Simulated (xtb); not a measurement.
C$_{6}$H$_{17}$N$_{2}$ (SMILES CN(C)CC[NH+](C)C), charge +1, singlet, geometry from GFN2-xTB. Base run: GFN2-xTB (xtb).

Here is a job for xtb.
```
$ xtb mol.xyz --gfn 2 --chrg 1 --json

# file mol.xyz
25

C      2.26536916     0.31431462     0.50585846
N      1.15346862     0.23022134    -0.43032181
C      1.60152577     0.54934793    -1.77779462
C      0.49118207    -1.06462411    -0.37062386
C     -0.51658112    -1.16229881     0.78140589
N     -1.60008823    -0.13377182     0.75007207
C     -1.10619707     1.19859853     1.15036394
C     -2.28362164    -0.05975024    -0.55323935
H      1.92338162     0.10696109     1.51771555
H      2.66999186     1.32352024     0.48216367
H      3.06942945    -0.38897791     0.25791456
H      2.34976669    -0.15828131    -2.15279708
H      0.75183778     0.55390119    -2.45936353
H      2.04139884     1.54406109    -1.77095564
H      1.20858733    -1.88864046    -0.22916079
H     -0.01628321    -1.24652824    -1.31913936
H      0.00046733    -1.06361622     1.73693340
H     -0.98095748    -2.14987700     0.74195894
H     -2.29661180    -0.42863635     1.44317985
H     -0.27808226     1.46439091     0.49064056
H     -0.75027345     1.17603757     2.17792389
H     -1.90475567     1.93289970     1.07205403
H     -2.56887089    -1.05433241    -0.89113852
H     -1.62175220     0.39810170    -1.28424377
H     -3.18099985     0.55034198    -0.46776023
```

The base run was repeated with changes; each row names its change, and settings that it needs were set with it.

| change | ΔE vs base (kcal/mol) | HOMO-LUMO gap (eV) | SCF cycles |
|---|---|---|---|
| base | 0.000 | 7.01 | 9 |
| acc = 0.1 | 0.000 | 7.01 | 11 |
| etemp = 1000 | 0.000 | 7.01 | 9 |
| etemp = 10000 | ? | ? | 9 |
| alpb = dmso | -54.68 | 7.81 | 9 |
| acc = 0.0001 | 0.000 | 7.01 | 16 |

Complete the blanks.


- etemp = 10000, ΔE vs base (kcal/mol): -1.60
- etemp = 10000, HOMO-LUMO gap (eV): 7.19

ALPB and GBSA are two models with their own fitted parameters for each solvent, which aren't always the measured dielectric constant.
